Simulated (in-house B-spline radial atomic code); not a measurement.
Configurations of the bismuth ion Bi⁸⁺, with energies counted from [Xe] 4f14 5d7. Computed with a B-spline radial code for spherical atoms: Dirac-Hartree-Fock, average of configuration, Fermi nucleus of rms radius 5.5211 fm. Energies include first-order Breit, QED and recoil terms.

Occupations are held fixed; configurations that lie above the ionisation limit could autoionise.

| configuration | E - E(ref) (eV) | highest orbital | its <r> (bohr) |
| --- | --- | --- | --- |
| [Xe] 4f14 5d6 5f1 | 66.21 | 5f7/2 | 1.663 |
| [Kr] 4d10 4f14 5s2 5p5 5d7 5f1 | 147.55 | 5f7/2 | 1.643 |
| [Xe] 4f13 5d7 6s1 | 176.11 | 6s1/2 | 1.699 |
| [Kr] 4d10 4f14 5s2 5p5 5d7 5g1 | 180.98 | 5g7/2 | 2.896 |
| [Kr] 4d10 4f14 5s2 5p5 5d7 9g1 | 212.04 | 9g7/2 | 11.97 |
| [Xe] 4f13 5d7 8s1 | 247.82 | 8s1/2 | 4.558 |

**Question.** Order these further configurations by energy, lowest first.
A. [Kr] 4d10 4f14 5s2 5p5 5d7 7g1
B. [Xe] 4f14 5d6 7g1
C. [Xe] 4f14 5d6 5g1
D. [Xe] 4f13 5d7 8g1
E. [Kr] 4d10 4f14 5s2 5p5 5d7 8s1

**Answer.** C (98.959 eV), B (120.82 eV), E (185.47 eV), A (202.86 eV), D (270.8 eV).

**Question.** How far above the reference does [Xe] 4f14 5d6 9g1 lie?

**Answer.** 129.97 eV; its least bound orbital is 9g7/2 with <r> = 11.99 bohr.

**Question.** How far above the reference does [Xe] 4f13 5d7 6g1 lie?

**Answer.** 257.04 eV; its least bound orbital is 6g7/2 with <r> = 4.641 bohr.
